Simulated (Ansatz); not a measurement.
Cost and result for the atomization energy of C3H6GeS (`CC#C[S][GeH3]`) (11 atoms, 10 bonds).

Cartesian coordinates in Å:
```
C -1.297 0.645 -2.110
C -0.181 0.280 -1.262
C 0.750 -0.025 -0.558
S 2.085 -0.446 0.373
Ge 1.018 -0.639 2.331
H -1.441 -0.083 -2.912
H -2.223 0.689 -1.530
H -1.144 1.627 -2.566
H 0.384 0.713 2.683
H -0.053 -1.729 2.204
H 2.102 -1.032 3.345
```

Total charge 0; spin multiplicity 1. Correlated methods include outer-core shells of Ge, which these sets cover unevenly. Scalar relativity is left out up to krypton. Geometry: relaxed with PBE0-D4/def2-TZVP. Program: Ansatz. All runs use 4 threads of an Arm Neoverse V2 on a shared host. Times are those of one run each, without the atoms' runs, and a repeat can differ threefold. Electronic energies, without spin–orbit coupling; frozen cores. CCSD(T)/CBS adds CCSD(T) − MP2 in def2-TZVPP to the MP2 limit, and its time is that of the two runs behind it. T1 = 0.012. With those shells the extrapolation isn't a true limit. B3LYP takes the VWN-RPA correlation (the form of Gaussian; ORCA's B3LYP/G).

CCSD(T)/CBS is a level of theory with its own doubt, some kJ/mol a heavy atom from the limit and from the frozen cores, so smaller differences don't rank the functionals.

```tsv
level	functions	wall time
PBE-D4/def2-TZVPP (with forces)	267	2.4 s
PBE0-D4/def2-TZVPP	267	3.1 s
r2SCAN-D4/def2-TZVPP (with forces)	267	4.6 s
B3LYP-D4/def2-TZVPP (with forces)	267	4.8 s
B2PLYP/def2-TZVPP	267	5.5 s
ωB97X-V/def2-TZVPP	267	7.5 s
ωB97M-V/def2-TZVPP (with forces)	267	11 s
MP2/def2-QZVPP	510	23 s
CCSD(T)/def2-TZVPP	267	3.6 min
CCSD(T)/CBS(def2)	–	4 min
```

Problem. What atomization energy does each give, and how far from CCSD(T)/CBS? (Best estimate.)

Solution. Ansatz gave: 
| level | atomization (kcal/mol) | difference from CCSD(T)/CBS | per bond |
| --- | --- | --- | --- |
| PBE-D4/def2-TZVPP (with forces) | 981.4 | 23.4 | 2.3 |
| PBE0-D4/def2-TZVPP | 964.4 | 6.4 | 0.6 |
| r2SCAN-D4/def2-TZVPP (with forces) | 963.8 | 5.8 | 0.6 |
| B3LYP-D4/def2-TZVPP (with forces) | 957.0 | -1.0 | -0.1 |
| B2PLYP/def2-TZVPP | 948.7 | -9.3 | -0.9 |
| ωB97X-V/def2-TZVPP | 960.7 | 2.7 | 0.3 |
| ωB97M-V/def2-TZVPP (with forces) | 958.8 | 0.8 | 0.1 |
| MP2/def2-QZVPP | 964.6 | 6.6 | 0.7 |
| CCSD(T)/def2-TZVPP | 935.5 | -22.5 | -2.2 |
| CCSD(T)/CBS(def2) | 958.0 | 0.0 | 0.0 |

In def2-TZVPP, CCSD(T) changes the Hartree–Fock value by +242.6 kcal/mol (the triples alone add +17.0 kcal/mol) and MP2 by +258.6 kcal/mol; breaking electron pairs costs correlation energy, which Hartree–Fock lacks. From PBE to PBE0 (25 % exact exchange), in def2-TZVPP and without D4, the atomization energy moves by −16.1 kcal/mol: exact exchange takes away binding that semilocal exchange gives to molecules. The D4 term adds +9.2 kcal/mol with B3LYP and +4.9 kcal/mol with PBE0; it sums over pairs of atoms, weighted by their polarisabilities, and B3LYP, whose exchange is more repulsive, gets the larger term.
